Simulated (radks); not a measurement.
The numbers below are computed, except where a source is named.
All-electron atom: Gd LI in [Ne] 3s2 3p2. Level of theory: Dirac Kohn-Sham, relativistic LDA (MacDonald-Vosko exchange, VWN5 correlation), spin-unpolarised, spherical densities, finite nucleus; open shells fill j = l - 1/2 first; Fermi nuclear charge, rms radius 5.1569 fm (a radial shooting solver on a logarithmic mesh with Libxc functionals).

Unscreened Slater integrals over Kohn-Sham orbitals (hartree). Large and small components are both included. Empty in this configuration: 3p3/2.

| integral | value |
|---|---|
| F0(3p1/2,3p1/2) | 4.2988 |
| F0(3p1/2,3s1/2) | 4.1548 |
| G1(3p1/2,3s1/2) | 2.5940 |
| F0(3p1/2,2p3/2) | 5.6330 |
| G2(3p1/2,2p3/2) | 0.62253 |
| F0(3p1/2,2p1/2) | 5.7316 |
| G0(3p1/2,2p1/2) | 0.63325 |
| F0(3p1/2,3p3/2) | 4.1963 |
| G2(3p1/2,3p3/2) | 2.0563 |
| F0(3s1/2,3s1/2) | 4.0404 |
| F0(3s1/2,2p3/2) | 5.2801 |
| G1(3s1/2,2p3/2) | 0.54753 |
| F0(3s1/2,2p1/2) | 5.3554 |
| G1(3s1/2,2p1/2) | 0.55847 |
| F0(3s1/2,3p3/2) | 4.0664 |
| G1(3s1/2,3p3/2) | 2.6180 |
| F0(2p3/2,2p3/2) | 10.956 |
| F2(2p3/2,2p3/2) | 5.2263 |
| F0(2p3/2,2p1/2) | 11.400 |
| G2(2p3/2,2p1/2) | 5.1422 |
| F0(2p3/2,3p3/2) | 5.4199 |
| F2(2p3/2,3p3/2) | 1.4292 |
| G0(2p3/2,3p3/2) | 0.57117 |
| G2(2p3/2,3p3/2) | 0.63075 |
| F0(2p1/2,2p1/2) | 11.921 |
| F0(2p1/2,3p3/2) | 5.5080 |
| G2(2p1/2,3p3/2) | 0.61687 |
| F0(3p3/2,3p3/2) | 4.1037 |
| F2(3p3/2,3p3/2) | 2.0466 |
